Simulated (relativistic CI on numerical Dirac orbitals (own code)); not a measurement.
# Zr⁴⁺: L-alpha,beta X-ray emission

Computed with this model: Dirac-Coulomb-Breit CI, orbitals from a KLI potential per configuration, a model potential for QED, valence Slater integrals scaled by 0.9, multiplet model of X-ray emission after core ionisation; configurations [Ar] 3d10 4s2 4p6 → [He] 2s2 2p5 3s2 3p6 3d10 4s2 4p6 → [Ar] 3d9 4s2 4p6; 300 K; Lorentzian 2 eV and Gaussian 0.6 eV FWHM. Energies are those of the free ion, without screening or charge transfer. S is read from ⟨S²⟩ = S(S + 1).

free ion: ground-state S = 0.00, centroid 2072.34 eV. Peaks (eV, height): 2044.6 (100), 2126.8 (56).

Strongest unbroadened transitions for free ion:

```
Energy (eV)  Relative strength
    2042.12               11.1
    2044.51              100.0
    2126.71               57.4
```
